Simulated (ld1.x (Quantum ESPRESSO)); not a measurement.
## u(r) = r·R(r): atom against pseudo-atom (O)

Columns: radius, all-electron u(r) and pseudo u(r) of the 2p shell (level -43.24 eV) of oxygen in the configuration [He] 2s2 2p2; PBE, scalar-relativistic, PAW scheme, ld1.x (Quantum ESPRESSO) 7.5.

| r (bohr) | all-electron | pseudo |
| --- | --- | --- |
| 0.095 | 0.1151 | 0.0126 |
| 0.190 | 0.3280 | 0.0495 |
| 0.285 | 0.5374 | 0.1076 |
| 0.380 | 0.7077 | 0.1826 |
| 0.475 | 0.8313 | 0.2685 |
| 0.570 | 0.9111 | 0.3589 |
| 0.665 | 0.9520 | 0.4472 |
| 0.760 | 0.9609 | 0.5272 |
| 0.855 | 0.9453 | 0.5938 |
| 0.950 | 0.9118 | 0.6433 |
| 1.045 | 0.8659 | 0.6734 |
| 1.140 | 0.8123 | 0.6838 |
| 1.235 | 0.7543 | 0.6756 |
| 1.330 | 0.6947 | 0.6515 |
| 1.425 | 0.6354 | 0.6149 |
| 1.520 | 0.5778 | 0.5701 |
| 1.615 | 0.5229 | 0.5209 |
| 1.710 | 0.4712 | 0.4710 |
| 1.805 | 0.4231 | 0.4231 |
| 1.900 | 0.3787 | 0.3787 |
| 1.995 | 0.3380 | 0.3380 |
| 2.090 | 0.3009 | 0.3009 |
| 2.185 | 0.2672 | 0.2672 |
| 2.280 | 0.2368 | 0.2368 |
| 2.375 | 0.2094 | 0.2094 |
| 2.470 | 0.1847 | 0.1847 |

(1) How many radial nodes do the two functions have?

(2) At about which radius was the pseudo-wave matched?

(3) Is the pseudo-wave norm-conserving?

Answers

(1) The all-electron 2p function has n − l − 1 = 0; the pseudo-wave has 0.

(2) 1.90 bohr. The columns agree to 0.0005 from 1.71 bohr on; several derivatives are matched, so the curves merge somewhat inside the radius.

(3) No, it belongs to a PAW set: the norm inside the radius is not constrained, and the difference is carried by the augmentation charge.
